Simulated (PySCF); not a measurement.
Trend along group 14: MSr anions

PBE0 with double-zeta basis sets in PySCF, for the lowest determinant that a PBE0 search found; no spin–orbit coupling. De refers to high-spin ground-configuration atoms (the charge goes to the atom of lower measured ionisation energy or higher electron affinity, which is not always the lowest computed limit). A positive dipole points towards Sr; it is taken about the centre of mass and depends on that origin.

```
 M      basis  charged atom  state (unpaired electrons)  Re (Å)  ωe (cm⁻¹)  De (eV)  μ (D)
 C  def2-SVPD            C−         quartet (σ ↑, π ↑↑)   2.550        357      n/a   0.13
Si  def2-SVPD           Si−         quartet (σ ↑, π ↑↑)   3.108        180      n/a   1.59
Sn  def2-SVPD           Sn−         quartet (σ ↑, π ↑↑)   3.349        104     1.30  -2.54
Pb  def2-SVPD           Pb−         quartet (σ ↑, π ↑↑)   3.397       91.0     1.28  -4.63
```

The shortest bond is that of SrC⁻ (2.550 Å), the longest that of SrPb⁻ (3.397 Å).

Down a group the atoms grow and get heavier, so bonds lengthen and wavenumbers fall; this series shows no clear exception.

Spin–orbit coupling is left out, which matters for elements this heavy, above all for dissociation energies. For an ion De counts to the pair picked by the measured ionisation energies or electron affinities, which need not be the lowest pair at this level. The highest Kohn–Sham level is positive in some of these anions. Much of that is self-interaction error, but it also means that the finite basis helps to hold the extra electron. States were picked by a PBE0 search and need not be the measured ground states.
